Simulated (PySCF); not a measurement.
In(Vi)(OMe)2, SMILES C=[CH][In]([O]C)[O]C (C₄H₉InO₂), GFN2-xTB optimised geometry. Atoms within 1.6 Å of the plane z = 0.0 Å (x, y, z in Å): In1 (-0.16, 0.50, 0.00), C2 (-1.71, 2.11, 0.00), C3 (-2.98, 1.78, -0.01), H4 (-1.35, 3.13, 0.01), H5 (-3.77, 2.52, -0.01), H6 (-3.29, 0.75, -0.02), O7 (1.87, 0.50, 0.00), C8 (2.75, 1.60, 0.01), H9 (2.64, 2.21, 0.91), H10 (3.77, 1.19, -0.01), H11 (2.62, 2.24, -0.87), O12 (-0.84, -1.38, -0.01), C13 (-0.02, -2.52, 0.00), H14 (1.05, -2.27, -0.03), H15 (-0.22, -3.10, 0.90), H16 (-0.26, -3.13, -0.88).

Level of theory: PBE0/def2-TZVP, def2 effective core potentials past Kr run with PySCF 2.14.0. The core electrons that the potentials of In replace are not part of the density. Cells within 0.4 Å of a nucleus heavier than hydrogen are left out (blank, or x).

Map of the electron localisation function on the plane z = 0.0 Å:

```
|00000000000000000000000000000|
|00000000000000000000000000000|
|00000000000000000000000000000|
|00000000000100000000000000000|
|00000000027872000000000000000|
|00003400069997000000000000000|
|00079960069998000000000000000|
|00399993169995000001210000000|
|00599996556972000014541000000|
|0028999x75x274210026643453000|
|0001464x48x883221124xx8999400|
|00002798546822322567xx9999700|
|00006999613238x518x7759999600|
|0001899960125xx618xx613999200|
|00007999100127741689710142000|
|00001660001221110267610000000|
|00000000025778510013300000000|
|000000001588x7510000000000000|
|000000001588x8549970000000000|
|00000000035567x89998000000000|
|00000000000031x59999100000000|
|00000000000046347896000000000|
|00000000000135521220000000000|
|00000000000012200000000000000|
|00000000000000000000000000000|
|00000000000000000000000000000|
|00000000000000000000000000000|
|00000000000000000000000000000|
|00000000000000000000000000000|
```
Scale: ten equal steps from 0.000 (start of '0') to 1.000 (end of '9'), in the order '0123456789'; x runs from -6.00 to 6.00, y from -6.00 (bottom) to 6.00 (top).
